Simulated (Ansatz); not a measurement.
Computed with Ansatz on PBE0-D4/def2-TZVP structures; ΔE is electronic, products minus reactants. CCSD(T)/CBS adds triple-zeta CCSD(T) − MP2 to the extrapolated MP2 energy (def2 sets, frozen cores). Functionals use def2-TZVPP. One conformer a species, not always the lowest.

`C=CC(C)S` + `OC(F)BCl` → `CC(O)(F)BCl` + `C=CCS`  (formal exchange of groups at a C–C bond)

```tsv
species	ωB97X-V energy (Eh)
`C=CC(C)S`	-555.37456
`OC(F)BCl`	-700.02186
`CC(O)(F)BCl`	-739.34824
`C=CCS`	-516.05350
```

(1) Work out ΔE.

Largest T1 diagnostic among the species: 0.013.

## Answers

(1) ΔE = (-739.34824) + (-516.05350) − (-555.37456) − (-700.02186) = -0.00532 Eh = -14.0 kJ/mol. CCSD(T)/CBS gives -11.9 kJ/mol.

In def2-TZVPP, CCSD(T) changes the Hartree–Fock value by +4.2 kJ/mol (the triples alone add +0.7 kJ/mol) and MP2 by +6.8 kJ/mol.
